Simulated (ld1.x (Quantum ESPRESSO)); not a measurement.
# An all-electron radial function and its pseudo partner (cobalt)

Columns: radius, all-electron u(r) and pseudo u(r) of the 4s shell (level -5.47 eV) of cobalt in the configuration [Ar] 3d7 4s2 4p0; PBE, scalar-relativistic, PAW scheme, ld1.x (Quantum ESPRESSO) 7.5.

```
r (bohr)  all-electron   pseudo
   0.141       -0.1495  -0.0305
   0.282       -0.0409  -0.0627
   0.423        0.1855  -0.0979
   0.564        0.2731  -0.1371
   0.705        0.2284  -0.1810
   0.846        0.1120  -0.2294
   0.987       -0.0286  -0.2817
   1.128       -0.1664  -0.3367
   1.269       -0.2887  -0.3925
   1.410       -0.3908  -0.4471
   1.551       -0.4721  -0.4983
   1.692       -0.5342  -0.5437
   1.833       -0.5793  -0.5815
   1.974       -0.6098  -0.6100
   2.115       -0.6280  -0.6280
   2.256       -0.6361  -0.6361
   2.397       -0.6358  -0.6358
   2.538       -0.6286  -0.6286
   2.679       -0.6161  -0.6161
   2.820       -0.5993  -0.5993
   2.961       -0.5792  -0.5792
   3.102       -0.5568  -0.5568
   3.243       -0.5328  -0.5328
   3.384       -0.5076  -0.5076
   3.525       -0.4820  -0.4820
   3.666       -0.4562  -0.4562
```

Problem. How many radial nodes do the two functions have?

Solution. The all-electron 4s function has n − l − 1 = 3 (the table is too coarse to show those close to the nucleus); the pseudo-wave has 0, since the states of the same l below it are removed with the core.

Problem. At about which radius was the pseudo-wave matched?

Solution. 2.08 bohr, where the columns begin to agree (steps of 0.14 bohr).

Problem. Is the pseudo-wave norm-conserving?

Solution. No, it belongs to a PAW set: the norm inside the radius is not constrained, and the difference is carried by the augmentation charge.
